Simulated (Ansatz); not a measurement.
Cost and result for the atomization energy of CH₇GeSi (`[CH3][GeH][SiH3]`) radical (10 atoms, 9 bonds).

Z-matrix (Å, degrees):
```
C
Ge 1 1.964
H 1 1.093 2 109.8
H 1 1.090 2 110.1 3 119.7
H 1 1.090 2 110.3 3 -120.0
Si 2 2.374 1 114.6 3 65.3
H 2 1.548 1 109.9 3 -62.8
H 6 1.492 2 113.1 1 -61.0
H 6 1.487 2 109.4 1 177.9
H 6 1.488 2 108.9 1 59.1
```

The species carries charge 0 and has multiplicity 2. Correlated methods include outer-core shells of Ge, which these sets cover unevenly. Scalar relativity is left out up to krypton. Geometry: relaxed with PBE0-D4/def2-TZVP. Program: Ansatz. All runs use 4 threads of a server CPU on a shared host. Times are those of one run each, without the atoms' runs, and a repeat can differ threefold. Electronic energies, without spin–orbit coupling; frozen cores. CCSD(T)/CBS adds CCSD(T) − MP2 in def2-TZVPP to the MP2 limit, and its time is that of the two runs behind it. T1 = 0.012; ⟨S²⟩ of the reference is 0.76. With those shells the extrapolation isn't a true limit. B3LYP takes the VWN-RPA correlation (the form of Gaussian; ORCA's B3LYP/G).

CCSD(T)/CBS is a level of theory with its own doubt, some kJ/mol a heavy atom from the limit and from the frozen cores, so smaller differences don't rank the functionals.

| level | functions | wall time |
| --- | --- | --- |
| LDA (SPW92)/def2-TZVPP | 219 | 1.4 s |
| BLYP-D4/def2-TZVPP | 219 | 2.2 s |
| PBE-D4/def2-TZVPP (with forces) | 219 | 2.6 s |
| PBE0-D4/def2-TZVPP | 219 | 3.6 s |
| B3LYP-D4/def2-TZVPP (with forces) | 219 | 4.2 s |
| r2SCAN-D4/def2-TZVPP (with forces) | 219 | 4.5 s |
| CAM-B3LYP-D4/def2-TZVPP | 219 | 4.7 s |
| r2SCANh-D4/def2-TZVPP | 219 | 5.5 s |
| B2PLYP/def2-TZVPP | 219 | 5.5 s |
| CCSD(T)/def2-SVP | 99 | 8.5 s |
| MP2/def2-QZVPP | 426 | 21 s |
| CCSD(T)/def2-TZVPP | 219 | 2.6 min |
| CCSD(T)/CBS(def2) | – | 2.9 min |

Q: What atomization energy does each give, and how far from CCSD(T)/CBS? (Best estimate.)

A: Ansatz gave: 
| level | atomization (kJ/mol) | difference from CCSD(T)/CBS | per bond |
| --- | --- | --- | --- |
| LDA (SPW92)/def2-TZVPP | 3376.1 | 335.6 | 37.3 |
| BLYP-D4/def2-TZVPP | 2998.9 | -41.6 | -4.6 |
| PBE-D4/def2-TZVPP (with forces) | 3028.4 | -12.1 | -1.3 |
| PBE0-D4/def2-TZVPP | 3019.3 | -21.2 | -2.4 |
| B3LYP-D4/def2-TZVPP (with forces) | 3033.8 | -6.7 | -0.7 |
| r2SCAN-D4/def2-TZVPP (with forces) | 3049.1 | 8.6 | 1.0 |
| CAM-B3LYP-D4/def2-TZVPP | 3042.7 | 2.2 | 0.2 |
| r2SCANh-D4/def2-TZVPP | 3041.4 | 0.9 | 0.1 |
| B2PLYP/def2-TZVPP | 2996.1 | -44.4 | -4.9 |
| CCSD(T)/def2-SVP | 2865.3 | -175.2 | -19.5 |
| MP2/def2-QZVPP | 2990.3 | -50.2 | -5.6 |
| CCSD(T)/def2-TZVPP | 2982.3 | -58.2 | -6.5 |
| CCSD(T)/CBS(def2) | 3040.5 | 0.0 | 0.0 |

From BLYP to BHLYP (50 % exact exchange), in def2-TZVPP and without D4, the atomization energy moves by +14.0 kJ/mol. The D4 term adds +29.5 kJ/mol with B3LYP and +15.5 kJ/mol with PBE0; it sums over pairs of atoms, weighted by their polarisabilities, and B3LYP, whose exchange is more repulsive, gets the larger term. In def2-TZVPP, CCSD(T) changes the Hartree–Fock value by +672.3 kJ/mol (the triples alone add +27.3 kJ/mol) and MP2 by +646.4 kJ/mol; breaking electron pairs costs correlation energy, which Hartree–Fock lacks.
